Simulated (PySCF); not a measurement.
Al(H)(OH)(SH) (AlH3OS), SMILES [SH][AlH][OH]. The structure is a stationary point at TPSSh-D3(BJ)/def2-TZVP. Other conformers were not sampled.

Computed equilibrium geometry at TPSSh-D3(BJ)/def2-TZVP (PySCF confirms it by a frequency run) as a Z-matrix, and its point group (one conformer of several):
point group Cs.
```
Al
O 1 1.7007
H 2 0.9603 1 123.26
H 1 1.5734 2 123.26 3 0.00
S 1 2.1815 4 120.58 2 180.00
H 5 1.3455 1 92.57 4 -180.00
```
Charge 0, spin multiplicity 1.
